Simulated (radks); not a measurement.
The numbers below are computed, except where a source is named.
Question: The mean radii <r> (bohr) of the occupied orbitals of an atom or ion are listed with their occupations. Level of theory: scalar-relativistic Kohn-Sham, LB94 model potential, spin-polarised, spherical densities, finite nucleus; Fermi nuclear charge, rms radius of each element as measured or else 0.836 A^(1/3) + 0.57 fm (a radial shooting solver on a logarithmic mesh with Libxc functionals).

orbital  occ.      <r>
1s down     1  0.04668
1s up       1  0.04670
2s up       1   0.1952
2s down     1   0.1957
2p up       1   0.1668

Name the element and its charge. Open shells, if any, are filled with parallel spins first.

Answer: Z = 32, germanium, charge +27: Ge27+ in [He] 2s2 2p1. The 1s radius gives Z: for a bare nucleus <r> = (2 gamma + 1)/(2Z) with gamma = sqrt(1 - (Z/c)^2), 0.04601 bohr for Z = 32, and screening makes it slightly larger (0.04668 here). The occupations add up to 5, and the charge is Z minus that.
